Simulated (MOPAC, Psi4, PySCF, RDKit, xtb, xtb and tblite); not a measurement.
Two geometries of SMILES CC(C)(C)C[SiH2]C(F)(F)F (C6H13F3Si), relaxed at GFN2-xTB with one dihedral held; other torsions can differ between them too.

Structure A

```
23

C     -1.6540    -1.8552    -0.0479
C     -1.1638    -0.4023    -0.0182
C     -1.5511     0.2206     1.3214
C     -1.8198     0.3617    -1.1677
C      0.3664    -0.4191    -0.1946
Si     1.4471     1.1448    -0.0490
C      0.6650     2.8972     0.3402
F      1.6254     3.8314     0.1654
F      0.2428     3.0464     1.6127
F     -0.3639     3.2861    -0.4388
H     -2.7384    -1.8895     0.0260
H     -1.2388    -2.4207     0.7837
H     -1.3614    -2.3435    -0.9751
H     -2.6168     0.0955     1.4996
H     -1.3364     1.2840     1.3403
H     -1.0115    -0.2551     2.1375
H     -1.5824    -0.1053    -2.1214
H     -2.9010     0.3633    -1.0498
H     -1.4835     1.3931    -1.1994
H      0.5823    -0.8519    -1.1745
H      0.7725    -1.1274     0.5328
H      2.3917     1.0450     1.0661
H      2.1165     1.4438    -1.3177
```

Structure B

```
23

C      1.7214    -1.6932    -0.1689
C      1.0627    -0.3157    -0.0385
C      1.4213     0.2852     1.3200
C      1.5775     0.5881    -1.1576
C     -0.4611    -0.4924    -0.1532
Si    -1.5289     1.0377     0.1893
C     -3.1107     0.7889    -0.9207
F     -4.0011     1.7925    -0.7906
F     -2.8169     0.7200    -2.2369
F     -3.7853    -0.3454    -0.6343
H      2.8041    -1.6043    -0.1176
H      1.3967    -2.3539     0.6320
H      1.4630    -2.1539    -1.1196
H      2.5011     0.3405     1.4376
H      1.0142     1.2888     1.4176
H      1.0212    -0.3251     2.1262
H      1.3146     0.1803    -2.1307
H      2.6607     0.6729    -1.1054
H      1.1552     1.5860    -1.0778
H     -0.6839    -0.8710    -1.1557
H     -0.7693    -1.2803     0.5410
H     -1.0301     2.3346    -0.2702
H     -2.0472     1.1264     1.5547
```

Q: Which is lower in energy at the level PBE0-D3(BJ)/def2-SVP // GFN2-xTB (Psi4), and by how much?

A: B is lower, by 2.17 kcal/mol (dihedral C2–C5–Si6–C7: 0° in A, 150° in B).

E(B) − E(A) in kcal/mol at the other levels, on the same two geometries: GFN2-xTB (xtb and tblite) -3.54; MMFF94 // GFN2-xTB (RDKit) -4.31; PBE0/def2-SVP // GFN2-xTB (Psi4) -2.44; PBE/def2-SVP // GFN2-xTB (Psi4) -1.84; PBE-D3(BJ)/def2-SVP // GFN2-xTB (Psi4) -1.58; UFF // GFN2-xTB (RDKit) -8.59; PM6, restricted, heats of formation // GFN2-xTB (MOPAC) -3.63; AM1, restricted, heats of formation // GFN2-xTB (MOPAC) -1.67; GFN1-xTB // GFN2-xTB (xtb) -1.57; restricted B3LYP/6-31G*, spherical d, density fitting // GFN2-xTB (PySCF) -1.90; restricted LDA (SVWN5)/6-31G*, spherical d, density fitting // GFN2-xTB (PySCF) -0.93; restricted B3LYP/6-311+G**, spherical d, density fitting // GFN2-xTB (PySCF) -3.73; restricted Hartree-Fock/6-31G*, spherical d, density fitting // GFN2-xTB (PySCF) -3.64.

MMFF94 has few fitted parameters for silicon.
